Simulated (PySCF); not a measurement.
Si(H)(Cl)(Me)(OMe) (C2H7ClOSi), SMILES CO[SiH](C)Cl.

Geometry optimised at B3LYP-D3(BJ)/def2-SVP. The values are those of a single conformer.

Method: SMD-PBE0/def2-SVP in PySCF.

Solvation free energies are E(SMD) − E(gas) at the gas-phase geometry, for 1 M in both phases. In vacuum the dipole moment is 1.33 D.

Computed solvation free energies in water, cyclohexanone, tetrahydrofuran:
```
solvent          ΔG(solv) (kcal/mol)  its non-electrostatic (CDS) part  dipole (D)
---------------  -------------------  --------------------------------  ----------
water                           -0.1                               3.9        1.61
cyclohexanone                   -2.8                               0.0        1.65
tetrahydrofuran                 -3.0                              -0.5        1.61
```
